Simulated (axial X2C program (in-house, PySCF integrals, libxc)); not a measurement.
**Nuclear properties of LiMo⁻**

Calculated with an in-house all-electron X2C program for linear molecules (integrals from PySCF): two-component X2C with atomic mean-field Coulomb and Gaunt terms, Gaussian nuclei, basis Mo dyall-acv3z, Li dyall-av3z with contracted cores.

R = 2.990 Å (near the PBE0 minimum at charge -1 of the determinant lowest at the starting distance; the state shown can have its own minimum elsewhere).

Determinant lowest in the PBE0 search, Ω = 3 (⟨Sz⟩ = 3.00, ⟨Lz⟩ = 0.00 at PBE0), spin on the atoms Mo 2.74, Li 0.26:

```
level  Eeff magnitude (GV/cm)  Ws magnitude Mo (kHz)  A∥/gI Mo (MHz)  qzz Mo (a.u.)  A∥/gI Li (MHz)  qzz Li (a.u.)
 PBE0                    1.92                   0.32             188          -0.28            4.17          -0.01
   HF                    3.47                  0.585            59.5          -0.43           -3.12          -0.01
 BP86                     1.5                  0.248             209          -0.24            7.02          -0.01
PBE50                    2.26                  0.379             172          -0.32            2.96          -0.01
TPSSh                    1.85                  0.307             193          -0.32            4.51          -0.01
```

Eeff is the effective electric field on the electron electric dipole moment in this Ω state and Ws the scalar–pseudoscalar constant of the nucleus named (defined with the proton number Z and per Ω); A∥ (defined per Ω) follows by multiplying with gI = μI/(I μN); qzz is the electric field gradient, eQq0 = 234.96 MHz × Q/barn × qzz. The operators were transformed with the bare-nucleus X2C matrices; with these basis sets, hyperfine constants and field gradients can be off by tens of per cent, and where levels differ in sign neither size nor sign is settled.

With Q(95Mo) = -0.022 barn (Q from Pyykkö, Mol. Phys. 2018), turn the PBE0 values of the first state into constants in MHz.

eQq0(95Mo) = 234.96 × (-0.022) × (-0.28) = 1.45 MHz.

Each state is one determinant with collinear spin, which with several unpaired electrons need not be a pure state. Unrestricted Hartree–Fock can overshoot spin polarisation at the nuclei. For an anion, determinants above electron detachment, or with a positive highest level, are held by the basis set. This is the top spin component of a Σ state; components of lower Ω are not single determinants and can lie lower. With several open shells hyperfine constants can be off by a factor of several. Where Eeff spreads by more than a factor of two the levels disagree and none is to be relied on. Open-shell Ω = 0 determinants with evenly filled partner blocks cannot be reached by this program, so the Ω shown need not be the lowest component. States lie within half an eV, so the first need not be the ground state. Further determinants of the search, some of them spin-mixed, are not shown. Where a field gradient or hyperfine factor spreads by more than a factor of two over the levels, a constant derived from it is not to be relied on.
